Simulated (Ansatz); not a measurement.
`CO[Si](O)(O)O[SiH3]` + `C=C` → `C=C[Si](O)(O)O[SiH3]` + CH₃OH  (formal exchange of groups at the Si–O bond)

Isolated molecules relaxed with PBE0-D4/def2-TZVP in Ansatz; ΔE leaves out vibrations. CCSD(T)/CBS adds triple-zeta CCSD(T) − MP2 to the extrapolated MP2 energy (def2 sets, frozen cores). This one scheme is used for every species. DFT in def2-TZVPP. B3LYP here is the variant with VWN-RPA as its local correlation; programs differ in this. One conformer a species, not always the lowest.

```tsv
level	ΔE (kJ/mol)	difference from CCSD(T)/CBS
PBE-D4	100.4	-13.5
r2SCAN-D4	114.4	0.5
PBE0-D4	106.0	-7.9
B3LYP-D4	114.1	0.2
ωB97X-V	113.1	-0.8
ωB97M-V	113.5	-0.4
B2PLYP	116.2	2.3
PBE	101.0	-12.9
r2SCAN	114.6	0.7
PBE0	106.7	-7.2
B3LYP	115.1	1.2
HF/def2-TZVPP	131.1	17.2
MP2/def2-TZVPP	113.8	-0.1
SCS-MP2/def2-TZVPP	116.2	2.3
CCSD/def2-TZVPP	117.3	3.4
CCSD(T)/def2-TZVPP	114.7	0.8
HF/def2-QZVPP	132.2	18.3
MP2/def2-QZVPP	113.8	-0.1
SCS-MP2/def2-QZVPP	116.1	2.2
HF/CBS(def2)	132.4	18.5
MP2/CBS(def2)	113.0	-0.9
CCSD/CBS(def2)	116.6	2.7
CCSD(T)/CBS	113.9	0
```

Largest T1 diagnostic among the species: 0.012.

From PBE to PBE0 (25 % exact exchange), in def2-TZVPP and without D4, ΔE moves by +5.7 kJ/mol. In def2-TZVPP, CCSD(T) changes the Hartree–Fock value by −16.4 kJ/mol (the triples alone add −2.6 kJ/mol) and MP2 by −17.3 kJ/mol.
